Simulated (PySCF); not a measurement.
Species: C6H4N2.
Geometry (PBE0-D3(BJ)/def2-TZVP, Å), atoms numbered from 1 in this order:
```xyz
12
C6H4N2 angstrom
N      3.369    0.966   -0.086
C      2.274    0.611   -0.059
C      0.921    0.167   -0.024
C     -0.135    1.075   -0.001
C     -1.423    0.579    0.033
C     -1.606   -0.797    0.042
N     -0.605   -1.672    0.019
C      0.629   -1.199   -0.013
H      0.062    2.140   -0.009
H     -2.277    1.245    0.052
H     -2.607   -1.217    0.068
H      1.437   -1.923   -0.031
```

The closed-shell ground state was solved at several levels (PySCF, density fitting, gas phase, non-relativistic). Isolated species at its PBE0-D3(BJ)/def2-TZVP geometry, gas phase.

```tsv
level	basis functions	HOMO (eV)	LUMO (eV)	gap (eV)	dipole (D)
PBE0/pcSseg-2	344	-8.17	-2.01	6.16	4.01
wB97X-D/pcSseg-2	344	-9.96	-0.27	9.69	4.02
KT3/pcSseg-2	344	-6.82	-2.81	4.01	3.90
```

**Question.** Estimate the row for B97-2/pcSseg-2, a basis of 344 functions; the other rows only guide the guess.

**Answer.** HOMO -7.89 eV, LUMO -2.04 eV, gap 5.85 eV, dipole 4.00 D.

**Question.** Over all these levels, which gives the widest orbital gap and which the narrowest?

**Answer.** wB97X-D/pcSseg-2 (range-separated hybrid) has the widest, 9.69 eV, and KT3/pcSseg-2 (GGA) the narrowest, 4.01 eV. From the narrowest to the widest the HOMO moves by -3.14 eV and the LUMO by +2.54 eV.

**Question.** In the pcSseg-2 basis, how does the gap go with the fixed share of exact exchange?

**Answer.** KT3 (0 %) 4.01 eV; B97-2 (21 %) 5.85 eV; PBE0 (25 %) 6.16 eV. Each rise in the share widens the gap here.

**Question.** How far do the dipole and the HOMO energy spread over the levels?

**Answer.** The dipole runs from 3.90 to 4.02 D (mean 3.98 D) and the HOMO from -9.96 to -6.82 eV.
